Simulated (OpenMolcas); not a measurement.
**What dynamic correlation does to the levels of S2+**

```
Program             : OpenMolcas
Basis               : ANO-RCC-VQZP [6s5p3d2f1g]
Scalar Hamiltonian  : DKH2, point nucleus
Active space        : 4 electrons in 9 orbitals (RAS2 3s 3p; RAS3 3d, at most 2 electrons)
State averaging     : 2S+1 = 3 even, 6 roots; 2S+1 = 1 even, 12 roots; 2S+1 = 5 odd, 1 root; 2S+1 = 3 odd, 8 roots; 2S+1 = 1 odd, 8 roots
Spin-orbit coupling : state interaction with AMFI integrals over the reference wave functions, term energies averaged over their components
```

Methods on the same reference wave functions:
A. RASSCF
B. SS-RASPT2, IPEA 0.25 Eh, imaginary shift 0.1 Eh (closed shells correlated: 2s 2p)
C. MS-RASPT2, IPEA 0.25 Eh, imaginary shift 0.1 Eh (closed shells correlated: 2s 2p)

Energies in cm-1 above 3s2 3p2 3P0, the measured ground level; measured values from NIST levels in Podobedova, Kelleher and Wiese, J. Phys. Chem. Ref. Data 38, 171 (2009).

```csv
Level,A,B,C,Measured
3s2 3p2 3P0,0.0,0.0,0.0,0.0
3s2 3p2 3P1,257,259,260,299
3s2 3p2 3P2,731,731,734,833
3s2 3p2 1D2,13438,11390,11380,11323
3s2 3p2 1S0,30345,27390,27230,27161
3s 3p3 5S* 2,53349,57170,57200,58672
3s 3p3 3D* 1,83111,83590,83620,84019
3s 3p3 3D* 2,83126,83610,83640,84047
3s 3p3 3D* 3,83162,83640,83670,84099
3s 3p3 3P* 2,99204,98520,98550,98745
3s 3p3 3P* 1,99233,98550,98580,98766
3s 3p3 3P* 0,99241,98560,98590,98772
```

Deviations, from unrounded energies. A percentage is the sum of absolute deviations over the sum of measured energies, with the sign that they share, or ± where signs differ.

```csv
Against measurement,Levels,A,B,C
mean absolute deviation (cm-1),11,1400,360,320
fine structure of the ground term (%),2,-12.7,-12.6,-12.1
other terms of the ground configuration (%),2,+13.8,+0.7,+0.3
other configurations (%),7,±1.6,-0.6,-0.5
```

C lies closest to measurement on these levels and A furthest from it. The largest miss of C in the table is 3s 3p3 5S* 2, by -1500 cm-1. The ranking rests on the paired levels alone, and a cruder setting can come out closer through cancelling errors.

Between B and C the level of the table that moves most is 3s2 3p2 1S0, by 150 cm-1 (lowest in C, highest in B). Moves below CASPT2's spread within the term are not significant.

From A to B the spin-free energies of the other terms of 3s2 3p2 shown, above 3P, scale by factors of 0.84 to 0.90.

The lowest spin-free term lies below A's lowest term by 0.066 hartree in B, 0.066 hartree in C.

CASPT2 does not keep the components of a term degenerate, so their means are used; among the terms shown or strongly mixed into the levels shown the widest spread is 22 cm-1 (3s 3p3 3D*, C). The run also gave levels led by 3s 3p2 3d, 3s2 3p 3d, which use shells meant for correlation; these and all levels above them are left out. Some terms mix strongly with configurations of 3d, whose occupation reaches 0.21 (3s 3p3 3D*, 3s 3p3 3P*). Measured partners are found by configuration, term and J. A level has none where our copy of the source lacks it or the pairing is in doubt (some pairs that miss far off the trend of their configuration count as doubtful), and it then counts in no deviation. Only configurations of the active space appear. The table leaves out levels that lie high or whose names do not pair safely across all columns.

* marks odd parity.
